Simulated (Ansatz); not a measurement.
Cl$_{2}$H$_{4}$OSSi$_{2}$ (`O[SiH2]S[SiH](Cl)Cl`) at its PBE0-D4/def2-TZVP geometry, where that method's forces vanish. Total charge 0; spin multiplicity 1.

```xyz
10

O     1.1831   -1.7084    1.0495
Si   -0.1230   -1.5223    0.0872
S    -1.4196    0.0755    0.7305
Si   -0.4588    1.6048   -0.3470
Cl    1.5577    1.6574    0.0730
Cl   -1.2869    3.3809    0.2002
H     1.7749   -0.9562    1.1294
H     0.2560   -1.2258   -1.3183
H    -0.9141   -2.7619    0.2037
H    -0.5694    1.4560   -1.8081
```

Task: What forces (eV/Å) does ωB97M-V/def2-TZVPP give on these atoms in Ansatz? (An estimate is asked.)

Result: The calculation gave: 
```
O1   0.088  0.050  0.042
Si2 -0.145 -0.144 -0.205
S3   0.004  0.011  0.011
Si4 -0.042 -0.047 -0.225
Cl5  0.027 -0.017  0.015
Cl6 -0.010  0.037  0.016
H7  -0.001 -0.034  0.015
H8  -0.039 -0.022  0.161
H9   0.104  0.155 -0.018
H10  0.014  0.012  0.188
```
